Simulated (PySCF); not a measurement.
CrH2O4, multiplicity 1. Atoms are numbered in the order given.

```xyz
7

Cr     0.0000     0.0000     0.0482
O      0.0000     1.2478     0.9687
O      0.0000    -1.2478     0.9687
O     -1.4043     0.0000    -0.9644
H     -2.3078     0.0000    -0.6137
O      1.4043     0.0000    -0.9644
H      2.3078     0.0000    -0.6137
```
Charge 0, spin multiplicity 1.

The structure is a stationary point at B3LYP-D3(BJ)/def2-SVP. The geometry has at least one imaginary mode, so it is a saddle point at that level. The multiplicity is an assumed one; other spin states were not compared. One conformer was computed; it need not be the lowest.

Computed with TDA-PBE/def2-SVPD run with PySCF 2.14.0.

Vertical excitations. The molecule is in vacuum. State labels are in the subgroup C2v.

```tsv
state	symmetry	energy (eV)	λ (nm)	f	main pairs
S1	A2	3.15	393	0.000	HOMO−1→LUMO 100 %
S2	B2	3.22	385	0.007	HOMO→LUMO 90 %
S3	B1	3.49	355	0.003	HOMO→LUMO+1 97 %
S4	B2	3.95	314	0.000	HOMO−2→LUMO 98 %
S5	A1	4.03	308	0.006	HOMO−1→LUMO+1 76 %, HOMO−4→LUMO 19 %
S6	A2	4.11	302	0.000	HOMO→LUMO+2 99 %
S7	B1	4.45	279	0.000	HOMO−2→LUMO+1 48 %, HOMO−3→LUMO 46 %
S8	B2	4.47	277	0.000	HOMO−1→LUMO+2 88 %
S9	B1	4.66	266	0.000	HOMO−5→LUMO 82 %, HOMO−2→LUMO+1 16 %
S10	A1	4.78	259	0.016	HOMO−4→LUMO 69 %
T1	B2	2.49	498	0	HOMO→LUMO 98 %
T2	A2	2.96	419	0	HOMO−1→LUMO 99 %
T3	B1	3.12	397	0	HOMO→LUMO+1 99 %
T4	A1	3.30	376	0	HOMO−1→LUMO+1 96 %
```
Triplets are in the Tamm–Dancoff approximation.
